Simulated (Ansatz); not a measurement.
Hg6Te3Br6. Charge 0, multiplicity 1. Geometry PBE-D4/def2-SVP, basis def2-SVP, Ansatz.

Cartesian coordinates in Å:
```
Hg -2.786 -2.225 -0.420
Hg 4.016 0.746 0.133
Hg -1.891 1.377 -2.011
Hg 0.348 1.967 1.350
Hg 0.983 -1.608 -0.805
Hg -0.773 -1.533 2.646
Te -2.088 1.098 0.658
Te 2.573 -1.209 1.292
Te -1.082 -3.684 1.066
Br -4.515 -0.914 -1.668
Br 5.522 2.264 -1.107
Br -1.807 1.936 -4.415
Br -0.519 0.383 4.245
Br 2.537 3.074 1.868
Br -0.517 -1.671 -2.832
```

```csv
run,HOMO (eV),LUMO (eV)
A,-6.21,-3.96
B,-8.10,-2.47
C,-6.57,-3.98
D,-7.29,-3.32
```

In the def2 sets Hg, Te take a core potential; there is no spin–orbit coupling. Single mean-field runs in def2-SVP are fitted with def2-universal-jkfit. Another isomer (singlet) lies 0.26 eV lower at PBE0-D4/def2-TZVP; other spin states weren't run for this one.

The runs used BHLYP, PBE, PBE0, r2SCAN. Estimate which is which.

A PBE (0 % exact exchange); B BHLYP (50 % exact exchange); C r2SCAN (0 % exact exchange); D PBE0 (25 % exact exchange). Exact exchange lowers occupied and raises empty levels; among semilocal functionals meta-GGAs tend to open the gap a little, and such runs are hard to tell apart. The gap grows from 2.25 eV (PBE) to 5.64 eV (BHLYP).
